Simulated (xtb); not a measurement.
C$_{3}$H$_{7}$O (SMILES C[C](C)O), doublet, from a rough starting geometry; xtb 6.7.1 with GFN2-xTB.

Input for xtb:
```
$ xtb mol.xyz --gfn 2 --uhf 1 --opt vtight --json

# file mol.xyz
11

C      1.35254796    -0.39504008    -0.06863322
C      0.05532491     0.27577508    -0.00642651
C     -1.26605043    -0.35764349     0.15560600
O      0.16647168     1.67539695    -0.17142092
H      1.96536663    -0.37428271     0.84550207
H      1.22661982    -1.45375602    -0.37307948
H      2.01032755     0.06042543    -0.80119874
H     -1.90761842    -0.29537350    -0.74648065
H     -1.79095355     0.11661578     0.96688230
H     -1.07308448    -1.38865614     0.35262648
H     -0.74082045     2.03397148    -0.09582767
```

Problem. What does xtb print? Leave out banner, timings and long lists.

Solution. 
```
   ID    Z sym.   atoms
    1    6 C      1-3
    2    8 O      4
    3    1 H      5-11

           -------------------------------------------------
          |                Calculation Setup                |
           -------------------------------------------------

           -------------------------------------------------
          |                 G F N 2 - x T B                 |
           -------------------------------------------------

          ...................................................
          :                      SETUP                      :
          :.................................................:
          :  # basis functions                  23          :
          :  # atomic orbitals                  23          :
          :  # shells                           15          :
          :  # electrons                        25          :
          :  max. iterations                   250          :
          :  Hamiltonian                  GFN2-xTB          :
          :  restarted?                      false          :
          :  GBSA solvation                  false          :
          :  PC potential                    false          :
          :  electronic temp.          300.0000000     K    :
          :  accuracy                    1.0000000          :
          :  -> integral cutoff          0.2500000E+02      :
          :  -> integral neglect         0.1000000E-07      :
          :  -> SCF convergence          0.1000000E-05 Eh   :
          :  -> wf. convergence          0.1000000E-03 e    :
          :  Broyden damping             0.4000000          :
          :  net charge                          0          :
          :  unpaired electrons                  1          :
          ...................................................

 iter      E             dE          RMSdq      gap      omega  full diag
   1    -14.1288262 -0.141288E+02  0.284E+00    8.34       0.0  T
   2    -14.1400528 -0.112266E-01  0.145E+00    8.51       1.0  T
   3    -14.1405709 -0.518184E-03  0.582E-01    8.39       1.0  T
   4    -14.1407009 -0.129948E-03  0.116E-01    8.41       1.0  T
   5    -14.1407233 -0.223729E-04  0.594E-02    8.39       1.0  T
   6    -14.1407253 -0.207204E-05  0.131E-02    8.41       2.3  T
   7    -14.1407255 -0.129352E-06  0.380E-03    8.41       7.9  T
   8    -14.1407255 -0.781223E-08  0.952E-04    8.41      31.7  T
   9    -14.1407255 -0.322924E-08  0.307E-04    8.41      98.2  T

   *** convergence criteria satisfied after 9 iterations ***

         :::::::::::::::::::::::::::::::::::::::::::::::::::::
         ::                     SUMMARY                     ::
         :::::::::::::::::::::::::::::::::::::::::::::::::::::
         :: total energy             -13.977677605799 Eh    ::
         :: gradient norm              0.058231636355 Eh/a0 ::
         :: HOMO-LUMO gap              8.406497755730 eV    ::
         ::.................................................::
         :: SCC energy               -14.140722246523 Eh    ::
         :: -> isotropic ES            0.023457279790 Eh    ::
         :: -> anisotropic ES          0.003248773485 Eh    ::
         :: -> anisotropic XC          0.004415744705 Eh    ::
         :: -> dispersion             -0.004380573305 Eh    ::
         :: repulsion energy           0.163044640725 Eh    ::
         :: add. restraining           0.000000000000 Eh    ::
         :: total charge               0.000000000000 e     ::
         :::::::::::::::::::::::::::::::::::::::::::::::::::::

      -----------------------------------------------------------
     |                   =====================                   |
     |                        A N C O P T                        |
     |                   =====================                   |
     |               Approximate Normal Coordinate               |
     |                Rational Function Optimizer                |
[...]
 * total energy  :   -13.9827796 Eh     change       -0.6399409E-05 Eh
 * total energy  :   -13.9827867 Eh     change       -0.7172355E-05 Eh
 * total energy  :   -13.9827905 Eh     change       -0.3820559E-05 Eh
 * total energy  :   -13.9827941 Eh     change       -0.3537297E-05 Eh
 * total energy  :   -13.9827969 Eh     change       -0.2781541E-05 Eh
 * total energy  :   -13.9827997 Eh     change       -0.2788200E-05 Eh
 * total energy  :   -13.9828027 Eh     change       -0.3007196E-05 Eh
 * total energy  :   -13.9828040 Eh     change       -0.1355581E-05 Eh
 * total energy  :   -13.9828054 Eh     change       -0.1403208E-05 Eh
 * total energy  :   -13.9828059 Eh     change       -0.4371015E-06 Eh
 * total energy  :   -13.9828061 Eh     change       -0.2031237E-06 Eh
 * total energy  :   -13.9828061 Eh     change       -0.3273694E-07 Eh
   *** GEOMETRY OPTIMIZATION CONVERGED AFTER 44 ITERATIONS ***
         :: total energy             -13.982806094327 Eh    ::
[...]
        10        2.0000           -0.4607931             -12.5388
        11        2.0000           -0.4574167             -12.4469
        12        2.0000           -0.4399187             -11.9708
        13        1.0000           -0.2648593              -7.2072 (HOMO)
        14                          0.0655594               1.7840 (LUMO)
        15                          0.1239184               3.3720
        16                          0.1434441               3.9033
        17                          0.1738960               4.7320
        18                          0.1856077               5.0506
        19                          0.2090279               5.6879
        20                          0.2138431               5.8190
        21                          0.2306872               6.2773
        22                          0.3046689               8.2905
        23                          0.3484968               9.4831
      -------------------------------------------------------------
                  HL-Gap            0.3304187 Eh            8.9912 eV
             Fermi-level           -0.2260195 Eh           -6.1503 eV

     #   Z          covCN         q      C6AA      α(0)
     1   6 C        3.752    -0.108    22.623     6.783
     2   6 C        2.807     0.062    26.597     8.449
     3   6 C        3.751    -0.113    22.723     6.798
     4   8 O        1.658    -0.396    20.768     6.152
     5   1 H        0.924     0.044     2.395     2.420
     6   1 H        0.925     0.042     2.424     2.434
     7   1 H        0.925     0.058     2.226     2.333
     8   1 H        0.924     0.035     2.521     2.483
     9   1 H        0.923     0.039     2.457     2.451
    10   1 H        0.925     0.045     2.388     2.417
    11   1 H        0.805     0.292     0.745     1.356

 Mol. C6AA /au·bohr⁶  :        859.739474
 Mol. C8AA /au·bohr⁸  :      18067.526500
 Mol. α(0) /au        :         44.076625

Wiberg/Mayer (AO) data.
largest (>0.10) Wiberg bond orders for each atom

 ---------------------------------------------------------------------------
     #   Z sym  total        # sym  WBO       # sym  WBO       # sym  WBO
 ---------------------------------------------------------------------------
     1   6 C    3.996 --     2 C    1.050     7 H    0.981     6 H    0.976
                             5 H    0.952
     2   6 C    3.340 --     4 O    1.155     1 C    1.050     3 C    1.047
     3   6 C    3.996 --     2 C    1.047    10 H    0.981     8 H    0.977
                             9 H    0.953
     4   8 O    2.123 --     2 C    1.155    11 H    0.895
     5   1 H    0.996 --     1 C    0.952
     6   1 H    0.998 --     1 C    0.976
     7   1 H    0.997 --     1 C    0.981
     8   1 H    0.999 --     3 C    0.977
     9   1 H    0.997 --     3 C    0.953
    10   1 H    0.998 --     3 C    0.981
    11   1 H    0.915 --     4 O    0.895
 ---------------------------------------------------------------------------

Topologies differ in total number of bonds
Writing topology from bond orders to xtbtopo.mol

molecular dipole:
                 x           y           z       tot (Debye)
 q only:       -0.392      -0.198       0.071
   full:       -0.623      -0.193       0.196       1.730
molecular quadrupole (traceless):
                xx          xy          yy          xz          yz          zz
 q only:        1.270      -2.827      -0.267       0.420       0.038      -1.002
  q+dip:        1.747      -3.929      -0.775       0.662       0.153      -0.972
   full:        1.703      -4.009      -0.560       0.685       0.141      -1.142

optimized geometry written to: xtbopt.xyz

           -------------------------------------------------
          | TOTAL ENERGY              -13.982806094327 Eh   |
          | GRADIENT NORM               0.000038763636 Eh/α |
          | HOMO-LUMO GAP               8.991151748183 eV   |
           -------------------------------------------------
```
